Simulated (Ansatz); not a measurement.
`CC1=CC(C)=[O+][B-](C)(F)O1`, relaxed with RKS PBE0-D4/def2-TZVP in Ansatz 0.2.0 from a PBE-D4/def2-SVP geometry. The force threshold is 0.005 eV/Å; the program also tests the step.

Total charge 0; spin multiplicity 1.

Start:

```xyz
20

C     0.883    1.513    2.278
C     0.493    0.713    1.073
C     0.610   -0.687    1.025
C     0.095   -1.373   -0.090
C     0.043   -2.868   -0.163
O    -0.391   -0.747   -1.112
B    -0.174    0.770   -1.320
C    -1.433    1.415   -2.050
F     1.054    0.896   -1.958
O     0.012    1.393    0.084
H     1.792    2.105    2.037
H     1.092    0.878    3.157
H     0.084    2.243    2.515
H     1.005   -1.242    1.884
H     0.355   -3.349    0.781
H     0.703   -3.214   -0.986
H    -0.985   -3.189   -0.428
H    -1.287    2.505   -2.192
H    -2.375    1.273   -1.480
H    -1.576    0.964   -3.053
```

How much energy does the relaxation release, and in how many steps? (An estimate is asked.)

Computed: 0.10 eV, in 13 steps.

Which bonds change most? (Estimate.)

The calculation gave: C1–H11 from 1.111 to 1.093 Å; O6–B7 from 1.547 to 1.530 Å; C3–H14 from 1.096 to 1.079 Å; B7–O10 from 1.547 to 1.530 Å.

Give the relaxed structure. (An estimate is asked.)

Ansatz gave: 
```xyz
20

C     0.868    1.491    2.260
C     0.490    0.702    1.058
C     0.626   -0.679    1.003
C     0.092   -1.355   -0.087
C     0.030   -2.839   -0.149
O    -0.410   -0.740   -1.087
B    -0.175    0.757   -1.299
C    -1.403    1.412   -2.050
F     1.053    0.866   -1.923
O    -0.001    1.374    0.090
H     1.673    2.179    1.991
H     1.193    0.855    3.081
H     0.018    2.099    2.575
H     1.033   -1.224    1.841
H     0.390   -3.302    0.768
H     0.634   -3.182   -0.993
H    -0.999   -3.150   -0.344
H    -1.239    2.484   -2.194
H    -2.342    1.289   -1.503
H    -1.533    0.964   -3.039
```
